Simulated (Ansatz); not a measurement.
```yaml
atoms:
  - { symbol: C, position_ang: [-0.0068, 0.0492, -0.0054] }
  - { symbol: C, position_ang: [0.0266, 0.8202, 1.2452] }
  - { symbol: C, position_ang: [0.0158, -0.0322, 2.5020] }
  - { symbol: H, position_ang: [-0.0244, 0.6509, -0.8326] }
  - { symbol: H, position_ang: [0.9358, -0.6336, 0.0048] }
  - { symbol: H, position_ang: [-0.8562, -0.6442, 0.0195] }
  - { symbol: H, position_ang: [-0.8523, 1.4574, 1.2795] }
  - { symbol: H, position_ang: [0.9156, 1.4997, 1.3051] }
  - { symbol: H, position_ang: [-0.0081, 0.6451, 3.4623] }
  - { symbol: H, position_ang: [-0.8493, -0.6051, 2.5675] }
  - { symbol: H, position_ang: [0.8557, -0.6582, 2.5288] }
```

Basis set: 6-31G* (spherical functions). Frozen core: 3 orbitals. Charge 0, multiplicity 1.

Computed with Ansatz (development build ahead of 0.2.0); each method stands on the lowest determinant of its kind that the runs found. Restricted open shells among the atoms or ions are ROHF, correlated in semicanonical orbitals with singles.

Task: Give the atomization energy at this shape (free ground-state atoms in the same class of orbitals less the molecule, no zero-point energy) of singlet C₃H₈ by RHF-MP2, RHF.

Result:

| method | atomization energy |
| --- | --- |
| RHF-MP2 | 39.70 eV |
| RHF | 33.41 eV |

Caution: the shape is not the minimum.
